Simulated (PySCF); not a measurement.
**Peak assignment**

Bonds: C1-C2, C2-C3, C3-C4, C4-C5, C5-C6, C6-N7. C1 carries H8, H9, H10; C2 carries H11; C3 carries H12; C4 carries H13; C5 carries H14; C6 carries H15; N7 carries H16.

Isolated molecule, one averaged value for each set of equivalent atoms, relativity neglected, one conformer. Geometry from GFN2-xTB; PBE0/pcSseg-1 with gauge-including orbitals; PySCF 2.14.

Shifts are taken against calculated references (same method and geometry level): TMS for $^{13}$C (186.93 ppm) and $^{1}$H (31.72 ppm).

(1) Assign these signals to the numbered atoms. $^{13}$C{$^{1}$H} NMR (computed): δ 168.0 (CH), 141.1 (CH), 139.6 (CH), 139.1 (CH), 129.7 (CH), 16.6 (CH3).

(2) Assign these signals to the numbered atoms. $^{1}$H NMR (600 MHz, computed): δ 11.49 (br s, 1H), 9.19 (d, 1H), 7.21 (m, 1H), 7.02 (m, 1H), 6.40 (m, 1H), 6.05 (m, 1H), 2.05 (d, 3H).

## Answers

(1) 
168.0 → C6, carbon bonded to C, N, H
141.1 → C2, carbon bonded to 2 C, H
139.6 → C5, carbon bonded to 2 C, H
139.1 → C4, carbon bonded to 2 C, H
129.7 → C3, carbon bonded to 2 C, H
16.6 → C1, carbon bonded to C, 3 H

C2 and C5; C5 and C4 lie closer than the usual error of such a calculation, so a measured spectrum could show them in the other order.

(2) 
| δ (ppm) | atoms | environment | reason |
| --- | --- | --- | --- |
| 11.49 | H16 | hydrogen on a nitrogen bonded to C | – |
| 9.19 | H15 | hydrogen on a carbon bonded to C, N | – |
| 7.21 | H13 | hydrogen on a carbon bonded to 2 C | – |
| 7.02 | H12 | hydrogen on a carbon bonded to 2 C | – |
| 6.40 | H14 | hydrogen on a carbon bonded to 2 C | – |
| 6.05 | H11 | hydrogen on a carbon bonded to 2 C | – |
| 2.05 | H8/H9/H10 | hydrogen on a carbon bonded to C | – |

OH and NH positions are those of a molecule without intermolecular hydrogen bonds; in solution they move with solvent, concentration and temperature, and exchange usually removes their couplings. Shifts are as computed. Against solution values, carbons near 30 ppm lie about +3 ppm off and those near 130 ppm about +5 ppm. Of 1211 compounds with measured shifts, 218 miss one by over three times the rms of a fit or turn the order of signals round; such compounds aren't used in these exercises. Multiplicities follow the n + 1 count of equivalent neighbours, as no J values were calculated; m marks all less simple cases, F and P coupling included.
